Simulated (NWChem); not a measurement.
System: diarsenic (As₂); SMILES [As]#[As]

NWChem input:

```
start job
memory heap 200 mb stack 700 mb global 900 mb
geometry units angstroms noautosym nocenter noautoz
  As     0.000000     0.000000     1.059269
  As     0.000000     0.000000    -1.059269
end
basis spherical
  * library def2-tzvpd
end
dft
  xc xpbe96 cpbe96
  iterations 150
end
property
  response 1 0.0
end
task dft property
```

Structure relaxed at the B3LYP/6-31G* (spherical d) level.

Static field.

Predict the main results of this run. (PBE/def2-TZVPD.) Quantities: basis functions; isotropic polarisability (bohr³); anisotropy (bohr³).


```yaml
number_of_basis_functions: 108
isotropic polarisability (bohr³): 61.8
anisotropy (bohr³): 42.3
```
